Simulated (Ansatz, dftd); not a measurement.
Species: BH2Se, charge 0, doublet. BH2Se (SMILES B[Se], doublet).
B3LYP-D3(BJ)/def2-TZVP minimum from Ansatz (an electronic-structure program):
```xyz
4

B      0.4282    -0.0372    -1.4615
H     -0.3018    -0.5211    -2.2694
H      1.4852     0.4183    -1.7697
Se    -0.0978     0.0085     0.3337
```
Charge 0, spin multiplicity 2.

Wanted: atomisation energy (electronic, to ground-state atoms), in kcal/mol. Open shells are spin-unrestricted; no spin-orbit coupling. Cores are frozen in correlated methods (noble-gas shells, and filled d and f shells in the p block). No relativity. CBS(X,Y): correlation extrapolated as X^-3, Hartree-Fock from the larger set (Q,5: extrapolated as (X+1)exp(-9√X)). A bracket is a step between two methods taken in the basis named. For partners of very few electrons the exact lower level stands in for a higher one.

```csv
level,program,atomisation energy (kcal/mol),difference against the last row
HF/cc-pVQZ,Ansatz,213.0,-59.1
PBE/def2-TZVPD,Ansatz,280.6,8.5
r2SCAN-D3(BJ)/def2-TZVPD,Ansatz + dftd3,281.2,9.1
r2SCAN-D4/def2-TZVPD,Ansatz + dftd4,281.1,9.0
PBE0-D3(BJ)/def2-TZVPD,Ansatz + dftd3,277.8,5.7
PBE0/def2-TZVPD,Ansatz,276.7,4.6
CAM-B3LYP-D4/def2-TZVPD,Ansatz + dftd4,277.3,5.2
MP2/cc-pVDZ,Ansatz,254.7,-17.4
CCSD(T)/cc-pVTZ,Ansatz,265.4,-6.7
CCSD(T)/cc-pV5Z,Ansatz,270.5,-1.6
"CCSD(T)/CBS(cc-pVQZ,cc-pV5Z)",Ansatz,271.7,-0.4
CCSDT(Q)/cc-pVDZ,Ansatz,254.1,-18.0
"CCSD(T)/CBS(cc-pVQZ,cc-pV5Z) + [CCSDT(Q) - CCSD(T)]/cc-pVTZ",Ansatz,272.1,0.0
"CCSD(T)/CBS(cc-pVQZ,cc-pV5Z) + [CCSDT(Q) - CCSD(T)]/cc-pVTZ + [CCSDTQ - CCSDT(Q)]/cc-pVDZ",Ansatz,272.1,0.0
```
